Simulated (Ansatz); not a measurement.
## InH3 (SMILES [InH3]): the energy, rung by rung

The species is InH3 (4 atoms), meant as a singlet with charge 0. SMILES: `[InH3]`. The shape was relaxed beforehand at B3LYP/def2-SVP.

Quantity: the adiabatic electron affinity (to the doublet anion, shapes relaxed at B3LYP/def2-SVP, no zero-point term), in eV. The values are calculated.

The electron affinity is E(neutral) − E(anion): positive where the electron is bound.

| level | kind | program | value (eV) | less CCSD(T)/def2-TZVPP |
| --- | --- | --- | --- | --- |
| HF/def2-TZVPP (core potential) | Hartree–Fock | Ansatz | 0.05 | -0.35 |
| SVWN5/def2-TZVPP (core potential) | LDA | Ansatz | 0.59 | +0.19 |
| BLYP/def2-TZVPP (core potential) | GGA | Ansatz | 0.42 | +0.02 |
| PBE/def2-TZVPP (core potential) | GGA | Ansatz | 0.50 | +0.10 |
| r2SCAN/def2-TZVPP (core potential) | meta-GGA | Ansatz | 0.56 | +0.16 |
| B3LYP/def2-TZVPP (core potential) | global hybrid | Ansatz | 0.54 | +0.14 |
| PBE0-D4/def2-TZVPP (core potential) | global hybrid | Ansatz | 0.51 | +0.11 |
| CAM-B3LYP/def2-TZVPP (core potential) | range-separated hybrid | Ansatz | 0.50 | +0.10 |
| RPA@PBE/def2-TZVPP (core potential) | RPA | Ansatz | 0.61 | +0.21 |
| CCSD(T)/def2-TZVPP (core potential) | coupled cluster or CI | Ansatz | 0.40 | 0.00 |

CCSD(T)/def2-TZVPP (core potential) is the highest level here, not the true value. Spin-orbit coupling, which can split open shells on such heavy atoms by tenths of an eV, is left out. The values span 0.05 to 0.61 eV. In the correlated wave-function rows the outer d shell of In is correlated, in sets not made for it.
